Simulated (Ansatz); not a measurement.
The inner images of a band of BrH + ClH3OSn (8 atoms, charge 0, multiplicity 1) are given out of order.

Level of theory: RKS PBE0/def2-SVP in Ansatz.

Initial state:

```xyz
8
Properties=species:S:1:pos:R:3
Sn -0.169 -0.208 -0.179
O -0.212 0.350 1.744
H -1.095 0.531 2.091
H 1.293 0.413 -0.775
Cl -1.977 0.916 -1.165
H -0.490 -1.879 -0.254
Br 2.069 2.409 2.384
H 0.961 1.463 2.203
```

Final state:

```xyz
8
Properties=species:S:1:pos:R:3
Sn -0.223 0.530 -0.177
O 0.748 -0.216 2.201
H 0.057 -0.437 2.838
H 1.303 -0.096 -0.571
Cl -1.098 1.223 -2.268
H -1.502 -0.376 0.483
Br 0.028 2.717 1.048
H 1.068 0.650 2.494
```

Put them in order from the first end to the last, with their energies above the first end.
A.
```xyz
8
Properties=species:S:1:pos:R:3
Sn 0.043 0.517 -0.484
O 0.365 -0.266 2.749
H -0.536 -0.191 3.083
H 1.494 0.092 -1.267
Cl -1.425 1.336 -2.129
H -0.835 -0.658 0.358
Br 0.576 2.526 0.918
H 0.699 0.638 2.822
```
B.
```xyz
8
Properties=species:S:1:pos:R:3
Sn 0.380 0.441 -0.602
O -0.316 -0.178 2.870
H -1.154 0.219 3.132
H 1.546 0.236 -1.829
Cl -1.533 1.322 -1.644
H -0.087 -0.867 0.366
Br 1.253 2.251 0.894
H 0.291 0.573 2.861
```
C.
```xyz
8
Properties=species:S:1:pos:R:3
Sn 0.414 0.220 -0.161
O -0.424 0.184 2.257
H -1.354 0.402 2.387
H 1.579 0.226 -1.415
Cl -1.516 1.352 -0.891
H -0.081 -1.384 0.171
Br 1.684 2.019 1.186
H 0.079 0.977 2.516
```
D.
```xyz
8
Properties=species:S:1:pos:R:3
Sn -0.127 -0.218 -0.130
O -0.119 0.179 1.836
H -0.994 0.244 2.240
H 1.439 0.179 -0.642
Cl -1.702 1.238 -1.074
H -0.722 -1.802 -0.329
Br 1.754 2.666 2.030
H 0.851 1.508 2.116
```
E.
```xyz
8
Properties=species:S:1:pos:R:3
Sn 0.028 -0.062 -0.089
O -0.065 0.150 1.985
H -0.953 0.246 2.360
H 1.622 0.117 -0.612
Cl -1.522 1.428 -0.990
H -0.711 -1.598 -0.202
Br 1.433 2.524 1.533
H 0.549 1.191 2.064
```

D (+0.010 eV), E (+0.157 eV), C (-0.623 eV), B (-0.697 eV), A (-0.724 eV).

Run time: 5.4 min on 4 threads of Arm Neoverse V1, on a shared host, peak memory 0.33 GiB.
